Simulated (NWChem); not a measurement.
System: C6H4F2; SMILES c1cc(cc(c1)F)F

Here is an NWChem input.

```
start job
memory heap 200 mb stack 900 mb global 1100 mb
geometry units angstroms noautoz
  F      2.338454     0.000000    -0.979861
  C      1.189559     0.000000    -0.310234
  C      1.213598     0.000000     1.080086
  C      0.000000     0.000000     1.765449
  C     -1.213598     0.000000     1.080086
  C     -1.189559     0.000000    -0.310234
  F     -2.338454     0.000000    -0.979861
  C      0.000000     0.000000    -1.029186
  H      2.172112     0.000000     1.600740
  H      0.000000     0.000000     2.857712
  H     -2.172112     0.000000     1.600740
  H      0.000000     0.000000    -2.119450
end
basis spherical
  * library def2-svpd
end
dft
  xc b3lyp
  iterations 150
  semidirect filesize 400000000
  mulliken
end
task dft energy
```

Coordinates come from a PBE0/def2-SVP optimisation.

What results follow from this input? (B3LYP/def2-SVPD.) Quantities: basis functions; energy (Ha); highest occupied level (eV); orbital gap (eV); dipole (D).

number of basis functions: 198
energy (Ha): -430.43
highest occupied level (eV): -7.20
orbital gap (eV): 6.25
dipole (D): 1.48
